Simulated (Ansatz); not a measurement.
`[Cl][In]([Cl])[Cl]` + `CC1BO1` → `[Cl][In]([Cl])[CH]1BO1` + `CCl` at 500 K and 1 bar (formal exchange of groups at the In–Cl bond).

Calculated with Ansatz (gas phase, PBE0-D4/def2-TZVP geometries, no zero-point term in ΔE). CCSD(T)/CBS adds triple-zeta CCSD(T) − MP2 to the extrapolated MP2 energy (def2 sets, frozen cores). This one scheme is used for every species. def2 core potentials past Kr. For In outer-core shells are correlated without core-valence functions, which leaves a few kJ/mol of doubt a bond. One conformer a species, not always the lowest.

```csv
species,CCSD(T)/CBS energy (Eh),H − E (kJ/mol),S (J/(mol·K))
`[Cl][In]([Cl])[Cl]`,-1569.29867,42.9,381.8
`CC1BO1`,-179.06768,217.4,326.3
`[Cl][In]([Cl])[CH]1BO1`,-1248.67600,138.9,469.2
`CCl`,-499.63220,119.3,258.4
```

H − E and S are ideal-gas, rigid-rotor, harmonic terms from PBE0-D4/def2-TZVP, for one conformer and one mirror image of each species. 1 Eh = 2625.50 kJ/mol, R = 8.31446 J/(mol·K).

Question: By hand: ΔE, ΔH, ΔS and ΔG.

Answer: ΔE = (-1248.67600) + (-499.63220) − (-1569.29867) − (-179.06768) = 0.05815 Eh = 152.7 kJ/mol. Δ(H − E) = 138.9 + 119.3 − 42.9 − 217.4 = -2.1, so ΔH = 150.6 kJ/mol. ΔS = 469.2 + 258.4 − 381.8 − 326.3 = 19.5 J/(mol·K). ΔG = 150.6 − 500 × (19.5)/1000 = 140.8 kJ/mol.

Question: By hand: the equilibrium constant, and the temperature at which ΔG would vanish if ΔH and ΔS stayed fixed.

Answer: log₁₀ K = −ΔG/(RT ln 10) = -14.7. ΔG = 0 at ΔH/ΔS = 7723 K, far beyond where these terms or the molecules hold.

ΔH outweighs TΔS. A doubt of 5 kJ/mol in ΔE shifts log₁₀ K by 0.5 here. Other conformers and mirror images would add mixing entropy, several J/(mol·K) or more a flexible species. Modes under 60 cm⁻¹, often nearly free rotors, make the harmonic entropy too high. These are equilibria of isolated gas molecules and say nothing of rates. Largest T1 diagnostic: 0.015 (customary marks: 0.02 for closed shells, 0.045 for open ones).
